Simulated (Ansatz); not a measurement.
One change: `OCOB[SeH]` becomes `OCOB[SiH3]`.

Ansatz, PBE0-D4/def2-TZVP geometries, multiplicity 1. Each molecule was computed in one conformer, which needn't be the lowest.

Scalar relativity is left out up to krypton.

```json
{"property": "HOMO energy (B3LYP/def2-TZVPP) / eV", "`OCOB[SeH]`": "-7.24"}
{"property": "HOMO energy (ωB97M-V/def2-TZVPP) / eV", "`OCOB[SeH]`": "-9.63"}
{"property": "LUMO energy (B3LYP/def2-TZVPP) / eV", "`OCOB[SeH]`": "-0.55"}
{"property": "HOMO–LUMO gap (PBE0/def2-TZVPP) / eV", "`OCOB[SeH]`": "7.13"}
{"property": "HOMO energy (PBE0/def2-TZVPP) / eV", "`OCOB[SeH]`": "-7.48"}
{"property": "size of the dipole moment (PBE/def2-TZVPP) / D", "`OCOB[SeH]`": "1.71"}
```

(1) What does the change do to each property? (Estimate.)

Answers

(1) Computed: 
```
                                      property  `OCOB[SiH3]`  shift
           HOMO energy (B3LYP/def2-TZVPP) / eV         -7.46  -0.22
         HOMO energy (ωB97M-V/def2-TZVPP) / eV         -9.84  -0.21
           LUMO energy (B3LYP/def2-TZVPP) / eV         -1.35  -0.80
          HOMO–LUMO gap (PBE0/def2-TZVPP) / eV          6.50  -0.63
            HOMO energy (PBE0/def2-TZVPP) / eV         -7.65  -0.17
size of the dipole moment (PBE/def2-TZVPP) / D          2.20   0.49
```

With PBE0 the HOMO falls by 0.17 eV and the LUMO falls by 0.81 eV, so the gap narrows by about 0.64 eV. PBE moves the HOMO by -0.04 eV and ωB97M-V by -0.21 eV. Dipoles are sizes alone; their direction can turn.

B3LYP here is the variant with VWN-RPA as its local correlation; programs differ in this.

Spin–orbit coupling is left out; it splits and shifts lone-pair levels of the heavy atoms by tenths of an eV.
